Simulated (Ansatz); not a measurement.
`[F][Ge][Br]` + HCl → `[Cl][Ge][Br]` + H–F at 400 K and 1 bar (ligand exchange at a Ge–F bond).

Gas-phase electronic energies from Ansatz, PBE0-D4/def2-TZVP geometries. CCSD(T)/CBS is the MP2 limit (def2-TZVPP, def2-QZVPP) plus CCSD(T) − MP2 in def2-TZVPP, frozen cores. This one scheme is used for every species. For Br, Ge outer-core shells are correlated without core-valence functions, which leaves a few kJ/mol of doubt a bond. Scalar relativity is left out up to krypton.

```tsv
species	CCSD(T)/CBS energy (Eh)	H − E (kJ/mol)	S (J/(mol·K))
`[F][Ge][Br]`	-4749.29775	25.2	316.5
HCl	-460.38127	29.6	195.4
`[Cl][Ge][Br]`	-5109.28758	24.2	329.1
H–F	-100.39570	36.5	182.2
```

H − E and S are ideal-gas, rigid-rotor, harmonic terms from PBE0-D4/def2-TZVP. 1 Eh = 2625.50 kJ/mol, R = 8.31446 J/(mol·K).

Problem. By hand: ΔE, ΔH, ΔS and ΔG.

Solution. ΔE = (-5109.28758) + (-100.39570) − (-4749.29775) − (-460.38127) = -0.00426 Eh = -11.2 kJ/mol. Δ(H − E) = 24.2 + 36.5 − 25.2 − 29.6 = 5.9, so ΔH = -5.3 kJ/mol. ΔS = 329.1 + 182.2 − 316.5 − 195.4 = -0.6 J/(mol·K). ΔG = -5.3 − 400 × (-0.6)/1000 = -5.1 kJ/mol.

Problem. By hand: the equilibrium constant, and the temperature at which ΔG would vanish if ΔH and ΔS stayed fixed.

Solution. log₁₀ K = −ΔG/(RT ln 10) = 0.7. ΔG = 0 at ΔH/ΔS = 8833 K, far beyond where these terms or the molecules hold.

The number of gas molecules stays the same, so ΔS is small and ΔH decides. The sign of ΔG lies within the doubt. A doubt of 5 kJ/mol in ΔE shifts log₁₀ K by 0.7 here. These are equilibria of isolated gas molecules and say nothing of rates. Largest T1 diagnostic: 0.012 (customary marks: 0.02 for closed shells, 0.045 for open ones).
